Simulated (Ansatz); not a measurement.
Relaxation of Te₃Pt₂ with RKS PBE-D4/def2-SVP.

```sh
$ ansatz run in.yaml --threads 4 --pin off --events-out ev --progress --plain --max-ram 4787MiB
```

```yaml
crystal:
  periodic: [false, false, false]
  atoms:
    - {symbol: Pt, position_ang: [0.934500, -0.204060, 0.004040]}
    - {symbol: Pt, position_ang: [-1.045630, -1.466840, 0.010100]}
    - {symbol: Te, position_ang: [3.279420, -0.650630, 0.003200]}
    - {symbol: Te, position_ang: [-0.467300, 1.927960, -0.011270]}
    - {symbol: Te, position_ang: [-2.700990, 0.393570, -0.006070]}
basis:
  gaussian: {orbitals: def2-SVP}
hamiltonian: {xc: pbe, dispersion: d4}
scf: {lower_state_search: "off"}
output: {orbitals: {seedname: orbitals}}
relax: {f_tol: 0.02, max_steps: 100}
```

Run time 32 s (4 threads of Intel Xeon on a shared host).

Positions (Å) and forces (eV/Å) at steps 1, 2, 3, 4, 6 of 6:

```xyz
5
step=1 energy=-28380.7731 eV
Pt    0.934   -0.204    0.004    1.091    2.579   -0.015
Pt   -1.046   -1.467    0.010   -2.511   -2.129    0.010
Te    3.279   -0.651    0.003    1.219   -0.469    0.003
Te   -0.467    1.928   -0.011    0.496    0.208    0.000
Te   -2.701    0.394   -0.006   -0.295   -0.188    0.002
5
step=2 energy=-28381.0190 eV
Pt    0.934   -0.054    0.003    0.694   -0.673    0.002
Pt   -1.157   -1.624    0.011    0.173    1.100   -0.008
Te    3.359   -0.709    0.004   -0.828    0.187    0.001
Te   -0.419    2.045   -0.012   -0.645   -0.541    0.002
Te   -2.717    0.341   -0.005    0.605   -0.074    0.003
5
step=3 energy=-28381.1347 eV
Pt    0.957   -0.019    0.002    0.574   -0.217    0.000
Pt   -1.063   -1.543    0.010   -0.217    0.268   -0.002
Te    3.312   -0.788    0.005   -0.340    0.105    0.000
Te   -0.494    2.022   -0.012   -0.279   -0.076    0.000
Te   -2.713    0.327   -0.004    0.262   -0.081    0.002
5
step=4 energy=-28381.1468 eV
Pt    0.983   -0.049    0.000   -0.012    0.077    0.000
Pt   -1.089   -1.517    0.008    0.010   -0.093    0.002
Te    3.332   -0.764    0.007   -0.056   -0.012   -0.001
Te   -0.502    1.989   -0.013   -0.004   -0.008    0.001
Te   -2.724    0.340   -0.002    0.062    0.036   -0.001
5
step=6 energy=-28381.1493 eV
Pt    0.981   -0.022    0.001   -0.003    0.003    0.000
Pt   -1.066   -1.523    0.009    0.000    0.001    0.000
Te    3.309   -0.792    0.006    0.001   -0.001    0.000
Te   -0.516    2.008   -0.012    0.001   -0.003    0.000
Te   -2.708    0.329   -0.003    0.001    0.000    0.000
```

In the def2 sets Pt, Te take a core potential; there is no spin–orbit coupling. The restricted singlet is unstable towards broken spin symmetry in Hartree–Fock (as tested in another run); at PBE-D4/def2-SVP this wasn't settled. Another isomer (singlet) lies 0.20 eV lower at PBE0-D4/def2-TZVP; other spin states weren't run for this one.
